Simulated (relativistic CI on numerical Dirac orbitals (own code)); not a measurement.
# Ni2+ in a cubic cluster: 1s photoemission with charge transfer

Computed with a charge-transfer multiplet model of a cubic metal-ligand cluster with up to 2 ligand holes, Slater and spin-orbit integrals from Dirac-Coulomb-Breit ions, Slater integrals scaled by 0.8. The ground state mixes d8 with configurations of k ligand holes L, whose averages lie at kΔ + k(k − 1)U_dd/2; a core hole lowers each added d electron by U_cd. 300 K, Lorentzian 1.1 eV and Gaussian 0.6 eV FWHM.

Atomic integrals in eV (Slater integrals scaled, ζ unscaled), ground: F2dd 9.736, F4dd 6.042, zeta_d 0.080; with the core hole: F2dd 11.122, F4dd 6.940, zeta_d 0.112, G2cd 0.065.

Cluster parameters (eV): Δ = 4, U_dd = 6.4, U_cd = 7.9, 10Dq = 0.8, 10Dq(ligand) = 0.5, final-state hopping factor = 1.

```csv
Case,n_d,d8,d9L,d10L2,S
"V(eg) = 0.8 eV, V(t2g) = -0.35 eV",8.04,0.96,0.04,0.00,1.00
"V(eg) = 1.1 eV, V(t2g) = -0.49 eV",8.07,0.93,0.07,0.00,1.00
"V(eg) = 1.4 eV, V(t2g) = -0.62 eV",8.11,0.90,0.10,0.00,1.00
"V(eg) = 1.7 eV, V(t2g) = -0.75 eV",8.14,0.86,0.14,0.00,1.00
"V(eg) = 2 eV, V(t2g) = -0.89 eV",8.18,0.83,0.17,0.00,1.00
```

Weights, n_d and S are thermal averages at 300 K. Binding energies count from the first peak over 30 % of the highest in each spectrum, which can be another peak from case to case. The parameters are a model scan and need not match a compound or its usual spin state. Peaks in eV (height, largest 100):
- V(eg) = 0.8 eV, V(t2g) = -0.35 eV: 0.0 (42), 3.3 (100)
- V(eg) = 1.1 eV, V(t2g) = -0.49 eV: 0.0 (69), 3.8 (100)
- V(eg) = 1.4 eV, V(t2g) = -0.62 eV: 0.0 (98), 4.3 (100), 6.0 (38)
- V(eg) = 1.7 eV, V(t2g) = -0.75 eV: 0.0 (100), 4.9 (79), 7.2 (25)
- V(eg) = 2 eV, V(t2g) = -0.89 eV: 0.0 (100), 5.4 (64), 8.3 (17)

For the case V(eg) = 1.4 eV, V(t2g) = -0.62 eV, Δ = 4 eV is smaller than U_dd = 6.4 eV, the charge-transfer side of the Zaanen-Sawatzky-Allen scheme. With the core hole the average of the configuration with one ligand hole lies at Δ − U_cd = -3.9 eV before mixing: it lies below the unscreened one, so the lowest final states are mostly screened and the unscreened weight appears at higher binding energy as a satellite.
